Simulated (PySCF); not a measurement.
Si(F)2(NH2)2 (F2H4N2Si), SMILES N[Si](N)(F)F.

Coordinates come from a PBE0-D3(BJ)/def2-SVP optimisation. Other conformers were not sampled.

Two levels are set side by side: TDA-PBE/def2-SVPD (PySCF) and TDA-LC-ωPBE/def2-SVPD (PySCF). Vertical, same geometry. The lowest singlet is HOMO→LUMO 99 % with PBE and HOMO→LUMO 73 %, HOMO−1→LUMO+1 20 % with the other functional; states are paired by order. Differences are taken from unrounded values.

```json
[
 {"quantity": "lowest singlet excitation (eV)", "TDA-LC-ωPBE": "7.79"},
 {"quantity": "lowest triplet excitation (TDA) (eV)", "TDA-LC-ωPBE": "7.29"}
]
```

**Question.** What does TDA-PBE give, and how far is it from TDA-LC-ωPBE? (The exact figures need the calculation; the answer reports its results.)

**Answer.** 
```tsv
quantity	TDA-PBE	TDA-PBE minus TDA-LC-ωPBE
lowest singlet excitation (eV)	6.23	-1.56
lowest triplet excitation (TDA) (eV)	5.98	-1.30
```

A lower first singlet is the usual sign of a functional without exact exchange. Differences between two approximate levels are no errors against the true value.

Rough cost on one machine, each run with all the roots and properties that it gave: TDA-LC-ωPBE against TDA-PBE about 4 times.
